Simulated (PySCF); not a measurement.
**Correlation energy of P⁺ (phosphorus, charge +1)**

[Ne] 3s2 3p2, high-spin 3P determinant. Computed with PySCF 2.14 in cc-pVDZ-DK, with the spin-free X2C one-electron Hamiltonian (Gaussian nucleus). Frozen: [Ne]; 4 electrons correlated.

MP2 pair energies summed by pair of shells (mhartree):

```
 pair  energy  share (%)
3s-3p  -29.67       60.1
3s-3s  -14.54       29.4
3p-3p   -5.17       10.5
```

Total MP2 correlation energy: -49.39 mhartree.

Same-spin part -8.13 and opposite-spin part -41.26 mhartree; SCS-MP2 scales them by 1/3 and 6/5 to -52.23 mhartree.

```csv
level,correlation energy (mhartree)
CCSD,-69.85
(T),-0.91
CCSD(T),-70.76
```

Diagnostics: T1 = 0.0079, D1 = 0.0214, largest double amplitude 0.106.

Cost of the coupled-cluster step: 0.13 s of wall time on 1 thread of Intel(R) Xeon(R) Platinum 8375C CPU @ 2.90GHz (shared host), for 4 correlated electrons.

Iterations:

```
CC2 = 0
CCSD nocc = (np.int64(3), np.int64(1)), nmo = (13, 13)
frozen orbitals [[0, 1, 2, 3, 4], [0, 1, 2, 3, 4]]
max_cycle = 100
direct = 0
conv_tol = 1e-08
conv_tol_normt = 1e-06
diis_space = 8
diis_start_cycle = 0
Init t2, MP2 energy = -0.0493917677866165
Init E_corr(UCCSD) = -0.0493917677866287
cycle = 1  E_corr(UCCSD) = -0.0633744885833381  dE = -0.0139827208  norm(t1,t2) = 0.0510263
cycle = 2  E_corr(UCCSD) = -0.0674934029844683  dE = -0.0041189144  norm(t1,t2) = 0.0192265
cycle = 3  E_corr(UCCSD) = -0.0698529924112232  dE = -0.00235958943  norm(t1,t2) = 0.0086109
cycle = 4  E_corr(UCCSD) = -0.069840392176317  dE = 1.26002349e-05  norm(t1,t2) = 0.00151892
cycle = 5  E_corr(UCCSD) = -0.0698587887903775  dE = -1.83966141e-05  norm(t1,t2) = 0.000226494
cycle = 6  E_corr(UCCSD) = -0.0698523980730652  dE = 6.39071731e-06  norm(t1,t2) = 3.01422e-05
cycle = 7  E_corr(UCCSD) = -0.0698548470308608  dE = -2.4489578e-06  norm(t1,t2) = 6.46766e-06
cycle = 8  E_corr(UCCSD) = -0.0698542715242656  dE = 5.75506595e-07  norm(t1,t2) = 1.72223e-06
cycle = 9  E_corr(UCCSD) = -0.0698543061303902  dE = -3.46061246e-08  norm(t1,t2) = 1.86855e-07
cycle = 10  E_corr(UCCSD) = -0.0698543061594436  dE = -2.90534263e-11  norm(t1,t2) = 2.79431e-08
UCCSD converged
E(UCCSD) = -341.2286287235981  E_corr = -0.06985430615944364
UCCSD(T) correction = -0.000909104256237323
```
